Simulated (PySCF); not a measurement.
KF, SMILES [F][K].

Geometry: PBE-D3(BJ)/def2-TZVPD.

The numbers are results of PBE-D3(BJ)/def2-TZVPD in PySCF 2.14.0, not measurements.

Frequencies are harmonic and unscaled.

```json
[
 {"mode": "1", "ν (cm⁻¹)": "401", "IR (km/mol)": "93.7", "moving atoms (share of kinetic energy)": "F 67 %, K 33 %"}
]
```
